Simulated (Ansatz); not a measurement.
`F[Si]N([SiH3])[SiH3]` + NH₃ → `N[Si]F` + `[SiH3]N[SiH3]` at 700 K and 1 bar (ligand exchange at the Si–N bond).

Computed with Ansatz on PBE0-D4/def2-TZVP structures; ΔE is electronic, products minus reactants. CCSD(T)/CBS adds triple-zeta CCSD(T) − MP2 to the extrapolated MP2 energy (def2 sets, frozen cores). This one scheme is used for every species. One conformer a species, not always the lowest.

```json
{"species": "`F[Si]N([SiH3])[SiH3]`", "CCSD(T)/CBS energy (Eh)": "-1025.44155", "H − E (kJ/mol)": "247.6", "S (J/(mol·K))": "510.4"}
{"species": "NH₃", "CCSD(T)/CBS energy (Eh)": "-56.50880", "H − E (kJ/mol)": "116.9", "S (J/(mol·K))": "226.5"}
{"species": "`N[Si]F`", "CCSD(T)/CBS energy (Eh)": "-444.84306", "H − E (kJ/mol)": "116.9", "S (J/(mol·K))": "330.3"}
{"species": "`[SiH3]N[SiH3]`", "CCSD(T)/CBS energy (Eh)": "-637.10515", "H − E (kJ/mol)": "245.6", "S (J/(mol·K))": "444.2"}
```

H − E and S are ideal-gas, rigid-rotor, harmonic terms from PBE0-D4/def2-TZVP, for one conformer and one mirror image of each species. 1 Eh = 2625.50 kJ/mol, R = 8.31446 J/(mol·K).

By hand: ΔE, ΔH, ΔS and ΔG.

ΔE = (-444.84306) + (-637.10515) − (-1025.44155) − (-56.50880) = 0.00214 Eh = 5.6 kJ/mol. Δ(H − E) = 116.9 + 245.6 − 247.6 − 116.9 = -2.0, so ΔH = 3.6 kJ/mol. ΔS = 330.3 + 444.2 − 510.4 − 226.5 = 37.6 J/(mol·K). ΔG = 3.6 − 700 × (37.6)/1000 = -22.7 kJ/mol.

By hand: the equilibrium constant, and the temperature at which ΔG would vanish if ΔH and ΔS stayed fixed.

log₁₀ K = −ΔG/(RT ln 10) = 1.7. ΔG = 0 at ΔH/ΔS = 96 K, though so small a ΔH makes that figure unsure.

TΔS isn't small against ΔH here. A doubt of 5 kJ/mol in ΔE shifts log₁₀ K by 0.4 here. Other conformers and mirror images would add mixing entropy, several J/(mol·K) or more a flexible species. Modes under 60 cm⁻¹, often nearly free rotors, make the harmonic entropy too high. These are equilibria of isolated gas molecules and say nothing of rates. Largest T1 diagnostic: 0.014 (customary marks: 0.02 for closed shells, 0.045 for open ones).
